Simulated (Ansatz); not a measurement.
Task: Name a neutral molecule of Al, C, F, N and H with LUMO energy (B3LYP/def2-TZVPP) between -1.00 and -0.70 eV and LUMO energy (PBE/def2-TZVPP) between -1.70 and -1.40 eV (Ansatz, PBE0-D4/def2-TZVP geometry).

Result: `C[NH][Al]([F])[F]` (-0.94 eV, -1.48 eV). Other molecules can fit too; these were computed, each in one conformer that needn't be the lowest.

B3LYP here is the variant with VWN-RPA as its local correlation; programs differ in this.
